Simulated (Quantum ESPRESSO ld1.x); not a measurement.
Task: These are the eigenvalues of the occupied orbitals of an atom or ion with whole-number occupations (hartree). Method: Dirac Kohn-Sham, BLYP, spin-unpolarised, spherical densities, point nucleus; computed with ld1.x of Quantum ESPRESSO 7.5.

| orbital | eigenvalue |
|---|---|
| 1s1/2 | -1369.1172 |
| 2s1/2 | -216.9482 |
| 2p1/2 | -204.4119 |
| 2p3/2 | -190.3766 |
| 3s1/2 | -46.3700 |
| 3p1/2 | -41.1089 |
| 3p3/2 | -38.3965 |
| 3d3/2 | -29.1639 |
| 3d5/2 | -28.5856 |
| 4s1/2 | -9.6820 |
| 4p1/2 | -7.7698 |
| 4p3/2 | -7.2029 |
| 4d3/2 | -4.0795 |
| 4d5/2 | -3.9830 |
| 5s1/2 | -1.9234 |
| 5p1/2 | -1.4083 |
| 5p3/2 | -1.3240 |
| 5f5/2 | -0.2203 |
| 5f7/2 | -0.2198 |

Which element is it, and in what charge state? The configuration may be excited. Open shells, if any, are shared by 2j + 1.

Result: Z = 56, barium, charge +2: Ba2+ in [Kr] 4d10 5s2 5p5 5f1. The list shows which subshells hold electrons but not how many an open one holds; the 1s level, -1369.1 hartree, gives Z - s = 52.3 by -(Z - s)^2/2, which with screening and relativity narrows Z to a few neighbours, and the depths of the outer levels then fix element, charge and occupations together.
